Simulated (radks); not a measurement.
Results of a calculation; reference values are marked as such.
Numerical settings for the vanadium ion V12+, [Ne] 3s1. Code: a radial shooting solver on a logarithmic mesh with Libxc functionals. Model: scalar-relativistic Kohn-Sham, PBE, spin-polarised, spherical densities, finite nucleus; open shells are filled with parallel spins first; Fermi nuclear charge, rms radius 3.6002 fm. The defaults (mesh step 0.008 in ln r, mesh end at 40 bohr or more with all orbitals vanishing there, Anderson mixing 0.5 over 9 steps, residual threshold near 1e-9 with the energy settled to 1e-9 hartree or 1e-11 of itself, here a cap of 91 iterations) give E = -889.7657 hartree and 3s at -325.37 eV in 17 iterations. Run on one thread of a shared host, so times are rough (Intel(R) Xeon(R) Platinum 8488C): 0.1 s of CPU time, 0.1 s wall, 17 iterations on 2189 mesh points. One setting is changed at a time: mesh step in ln r 0.02; mesh step in ln r 0.05; mesh step in ln r 0.08; mesh end (bohr) 12; mesh end (bohr) 5; residual threshold 0.001; residual threshold 0.01; mixing 2.5; linear mixing, mixing 0.2; linear mixing, mixing 1; mixing history 2; iteration cap 5. Which runs fail to converge, and which converge to a wrong energy?

Answer. Not converged within the cap: mesh step in ln r 0.08; linear mixing, mixing 0.2; linear mixing, mixing 1; iteration cap 5. No run marked as converged misses the energy by more than 1 mhartree.
